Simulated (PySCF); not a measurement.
A calculated (PW91, PySCF 2.14, def2-TZVPPD, the non-relativistic Hamiltonian (point nucleus)) atom or ion has these occupied shells.

```tsv
shell	electrons	orbital energy (eV)	rms radius, mean of both spins (bohr)
1s α	1	-10808.5	0.0554
1s β	1	-10808.4	0.0554
2s α	1	-1339.9	0.232
2s β	1	-1339.8	0.232
2p α	3	-1193.5	0.205
2p β	3	-1193.4	0.205
3s α	1	-164.09	0.681
3s β	1	-163.89	0.681
3p α	3	-115.60	0.706
3p β	3	-115.35	0.706
3d α	5	-31.444	0.826
3d β	5	-30.990	0.826
4s α	1	-13.162	2.27
4p α	3	-5.343	2.91
```

Task: Name the element and its charge.

Result: Ge (germanium, neutral), in [Ar] 3d10 4s1 4p3, high-spin 5S determinant (an excited configuration).
